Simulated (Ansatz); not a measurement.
System: 3-bromoselenophene, C4H3BrSe, net charge 0, singlet state. 
Structure (B3LYP-D3(BJ)/def2-TZVP (Ansatz, an electronic-structure program) minimum search):
```
C
C 1 1.3544
H 2 1.0761 1 127.80
C 1 1.4284 2 116.47 3 -180.00
C 4 1.3560 1 113.84 2 0.00
H 5 1.0774 4 127.36 1 180.00
H 4 1.0801 5 123.68 6 0.00
Se 2 1.8702 3 121.67 1 -180.00
Br 1 1.9019 2 122.41 3 0.00
```
Charge 0, spin multiplicity 1.

Basis-set convergence of Hartree-Fock and CCSD(T) correlation energies (hartree) with Ansatz. Cores are frozen in the correlated levels unless marked. Spin-orbit coupling is left out. Frozen are the shells of the preceding noble gas and the d and f shells that filled before the atom's block. No relativistic terms.

The Hartree-Fock reference is unstable (checked in the largest basis), which strains HF and MP2. 

```tsv
basis	functions	E(HF)	E(corr, CCSD(T))
cc-pVDZ	125	-5125.39192	-0.82707
cc-pVTZ	248	-5125.58604	-1.03024
cc-pVQZ	446	-5125.60181	-1.09680
```

Extrapolating the two largest sets (X = 3 and 4) as X^-3: E(corr) = (64·(-1.09680) - 27·(-1.03024))/37 = -1.1454 Eh, an estimate of the basis-set limit. The largest set recovers 95.8 % of it, the smallest 72.2 %.
